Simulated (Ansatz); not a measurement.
The cluster Ca₃Se₃. Charge 0, multiplicity 1. Geometry PBE0-D4/def2-SVP.

```xyz
6

Ca   -0.5675   -1.1160   -0.1290
Ca    2.3405   -0.0564    1.6365
Ca   -1.3415    2.1516   -1.3114
Se   -2.3980   -0.1281   -1.9286
Se    0.5023    1.5935    0.5681
Se    1.4643   -2.4446    1.1644
```

The structure comes from a short search, and lower isomers may exist.

Question: Estimate the orbital energies around the gap (eV) in Ansatz with PBE-D4/def2-SVP, PBE-D4/def2-TZVP, r2SCAN-D4/def2-TZVP, PBE0-D4/def2-SVP, PBE0-D4/def2-TZVP.

Answer: 
```json
{"orbital": "HOMO−13", "PBE-D4/def2-SVP": "-25.83", "PBE-D4/def2-TZVP": "-25.88", "r2SCAN-D4/def2-TZVP": "-26.76", "PBE0-D4/def2-SVP": "-28.38", "PBE0-D4/def2-TZVP": "-28.42"}
{"orbital": "HOMO−12", "PBE-D4/def2-SVP": "-25.63", "PBE-D4/def2-TZVP": "-25.67", "r2SCAN-D4/def2-TZVP": "-26.53", "PBE0-D4/def2-SVP": "-28.22", "PBE0-D4/def2-TZVP": "-28.24"}
{"orbital": "HOMO−11", "PBE-D4/def2-SVP": "-14.72", "PBE-D4/def2-TZVP": "-14.86", "r2SCAN-D4/def2-TZVP": "-15.44", "PBE0-D4/def2-SVP": "-16.68", "PBE0-D4/def2-TZVP": "-16.79"}
{"orbital": "HOMO−10", "PBE-D4/def2-SVP": "-13.84", "PBE-D4/def2-TZVP": "-13.97", "r2SCAN-D4/def2-TZVP": "-14.45", "PBE0-D4/def2-SVP": "-15.69", "PBE0-D4/def2-TZVP": "-15.80"}
{"orbital": "HOMO−9", "PBE-D4/def2-SVP": "-13.72", "PBE-D4/def2-TZVP": "-13.85", "r2SCAN-D4/def2-TZVP": "-14.33", "PBE0-D4/def2-SVP": "-15.56", "PBE0-D4/def2-TZVP": "-15.67"}
{"orbital": "HOMO−8", "PBE-D4/def2-SVP": "-6.17", "PBE-D4/def2-TZVP": "-6.27", "r2SCAN-D4/def2-TZVP": "-6.48", "PBE0-D4/def2-SVP": "-7.31", "PBE0-D4/def2-TZVP": "-7.38"}
{"orbital": "HOMO−7", "PBE-D4/def2-SVP": "-5.72", "PBE-D4/def2-TZVP": "-5.85", "r2SCAN-D4/def2-TZVP": "-6.04", "PBE0-D4/def2-SVP": "-6.81", "PBE0-D4/def2-TZVP": "-6.92"}
{"orbital": "HOMO−6", "PBE-D4/def2-SVP": "-5.16", "PBE-D4/def2-TZVP": "-5.33", "r2SCAN-D4/def2-TZVP": "-5.56", "PBE0-D4/def2-SVP": "-6.19", "PBE0-D4/def2-TZVP": "-6.32"}
{"orbital": "HOMO−5", "PBE-D4/def2-SVP": "-4.90", "PBE-D4/def2-TZVP": "-5.02", "r2SCAN-D4/def2-TZVP": "-5.16", "PBE0-D4/def2-SVP": "-5.90", "PBE0-D4/def2-TZVP": "-5.99"}
{"orbital": "HOMO−4", "PBE-D4/def2-SVP": "-4.72", "PBE-D4/def2-TZVP": "-4.84", "r2SCAN-D4/def2-TZVP": "-4.97", "PBE0-D4/def2-SVP": "-5.71", "PBE0-D4/def2-TZVP": "-5.79"}
{"orbital": "HOMO−3", "PBE-D4/def2-SVP": "-4.66", "PBE-D4/def2-TZVP": "-4.80", "r2SCAN-D4/def2-TZVP": "-4.91", "PBE0-D4/def2-SVP": "-5.61", "PBE0-D4/def2-TZVP": "-5.71"}
{"orbital": "HOMO−2", "PBE-D4/def2-SVP": "-4.41", "PBE-D4/def2-TZVP": "-4.54", "r2SCAN-D4/def2-TZVP": "-4.67", "PBE0-D4/def2-SVP": "-5.36", "PBE0-D4/def2-TZVP": "-5.46"}
{"orbital": "HOMO−1", "PBE-D4/def2-SVP": "-4.33", "PBE-D4/def2-TZVP": "-4.48", "r2SCAN-D4/def2-TZVP": "-4.62", "PBE0-D4/def2-SVP": "-5.26", "PBE0-D4/def2-TZVP": "-5.37"}
{"orbital": "HOMO", "PBE-D4/def2-SVP": "-4.24", "PBE-D4/def2-TZVP": "-4.40", "r2SCAN-D4/def2-TZVP": "-4.54", "PBE0-D4/def2-SVP": "-5.15", "PBE0-D4/def2-TZVP": "-5.28"}
{"orbital": "LUMO", "PBE-D4/def2-SVP": "-2.35", "PBE-D4/def2-TZVP": "-2.44", "r2SCAN-D4/def2-TZVP": "-1.95", "PBE0-D4/def2-SVP": "-1.83", "PBE0-D4/def2-TZVP": "-1.91"}
{"orbital": "LUMO+1", "PBE-D4/def2-SVP": "-2.10", "PBE-D4/def2-TZVP": "-2.19", "r2SCAN-D4/def2-TZVP": "-1.68", "PBE0-D4/def2-SVP": "-1.57", "PBE0-D4/def2-TZVP": "-1.66"}
{"orbital": "LUMO+2", "PBE-D4/def2-SVP": "-1.15", "PBE-D4/def2-TZVP": "-1.29", "r2SCAN-D4/def2-TZVP": "-0.88", "PBE0-D4/def2-SVP": "-0.43", "PBE0-D4/def2-TZVP": "-0.56"}
{"orbital": "LUMO+3", "PBE-D4/def2-SVP": "-1.04", "PBE-D4/def2-TZVP": "-1.22", "r2SCAN-D4/def2-TZVP": "-0.87", "PBE0-D4/def2-SVP": "-0.19", "PBE0-D4/def2-TZVP": "-0.40"}
{"orbital": "LUMO+4", "PBE-D4/def2-SVP": "-0.83", "PBE-D4/def2-TZVP": "-1.06", "r2SCAN-D4/def2-TZVP": "-0.61", "PBE0-D4/def2-SVP": "0.08", "PBE0-D4/def2-TZVP": "-0.37"}
{"orbital": "LUMO+5", "PBE-D4/def2-SVP": "-0.77", "PBE-D4/def2-TZVP": "-0.99", "r2SCAN-D4/def2-TZVP": "-0.59", "PBE0-D4/def2-SVP": "0.10", "PBE0-D4/def2-TZVP": "-0.28"}
```
